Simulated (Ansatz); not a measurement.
The same ligand exchange along the group F, Cl, Br.

Gas-phase electronic energies from Ansatz, PBE0-D4/def2-TZVP geometries. CCSD(T)/CBS adds triple-zeta CCSD(T) − MP2 to the extrapolated MP2 energy (def2 sets, frozen cores). This one scheme is used for every species. Functionals use def2-TZVPP. Elements past krypton have def2 core potentials. For Br, Cd outer-core shells are correlated without core-valence functions, which leaves a few kJ/mol of doubt a bond. Scalar relativity is left out up to krypton. Each species was taken in one conformer, which may not be the lowest.

```tsv
reaction	CCSD(T)/CBS(def2) (kJ/mol)
`[OH][Cd][F]` + H–F → `[F][Cd][F]` + H₂O	-24
`[OH][Cd][Cl]` + HCl → `[Cl][Cd][Cl]` + H₂O	?
`[OH][Cd][Br]` + HBr → `[Br][Cd][Br]` + H₂O	-143
```

Fill in the missing values. (Best estimate.)

The calculation gave: `[OH][Cd][Cl]` + HCl → `[Cl][Cd][Cl]` + H₂O: -117.0 kJ/mol.

Largest T1 diagnostic: 0.018, for `[F][Cd][F]`.
